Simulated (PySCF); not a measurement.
## CaAl⁺: input and log

State: ¹Σ⁺ (singlet), closed shell.

An equivalent input (the run itself took its basis sets from the Basis Set Exchange, started from a PBE0 density and held the occupation σ 10α 10β, πx 3α 3β, πy 3α 3β):

```python
from pyscf import gto, dft
mol = gto.M(atom='Ca 0 0 0; Al 0 0 3.488', basis={'Ca': 'pcseg-1', 'Al': 'pcseg-1'},
            charge=1, spin=0, verbose=4, symmetry='C2v')
mf = dft.UKS(mol, xc='CAMB3LYP')
mf.grids.atom_grid = (80, 434)
mf.grids.prune = dft.gen_grid.treutler_prune
mf.irrep_nelec = {'A1': (10, 10), 'B1': (3, 3), 'B2': (3, 3)}
mf.conv_tol = 1e-9
mf.max_cycle = 60
mf.diis_space = 10
mf.kernel()
```

The log (some set-up lines and the per-cycle HOMO/LUMO lines removed):

```
******** <class 'pyscf.dft.uks_symm.SymAdaptedUKS'> ********
method = SymAdaptedUKS
damping factor = 0
level_shift factor = 0
DIIS = <class 'pyscf.scf.diis.CDIIS'>
diis_start_cycle = 1
diis_space = 10
diis_damp = 0
SCF conv_tol = 1e-09
SCF conv_tol_grad = None
SCF max_cycles = 60
number electrons alpha = 16  beta = 16
Set gradient conv threshold to 3.16228e-05
init E= -919.691387708812
cycle= 1 E= -919.691850937573  delta_E= -0.000463  |g|= 0.00376  |ddm|= 0.074
cycle= 2 E= -919.691887907589  delta_E= -3.7e-05  |g|= 0.00142  |ddm|= 0.0256
cycle= 3 E= -919.691893195476  delta_E= -5.29e-06  |g|= 0.000865  |ddm|= 0.00979
cycle= 4 E= -919.691894723452  delta_E= -1.53e-06  |g|= 0.000229  |ddm|= 0.00414
cycle= 5 E= -919.691894974795  delta_E= -2.51e-07  |g|= 9.9e-05  |ddm|= 0.00148
cycle= 6 E= -919.691895056956  delta_E= -8.22e-08  |g|= 2.45e-05  |ddm|= 0.00125
cycle= 7 E= -919.691895059473  delta_E= -2.52e-09  |g|= 4.11e-06  |ddm|= 0.000206
cycle= 8 E= -919.691895059531  delta_E= -5.8e-11  |g|= 2.77e-07  |ddm|= 4.16e-05
Extra cycle  E= -919.691895059532  delta_E= -9.09e-13  |g|= 7.45e-08  |ddm|= 1.74e-06
converged SCF energy = -919.691895059532  <S^2> = -1.4210855e-14  2S+1 = 1
```

Repeating this along the bond gives Re = 3.495 Å and ωe = 161 cm⁻¹.

A point of this curve took 0.5 CPU seconds beside 0.097 for the integrals, on Intel Xeon Platinum 8488C (shared host).

Closed-shell solutions of metal pairs were not tested for spin polarisation, which can lower them a little.
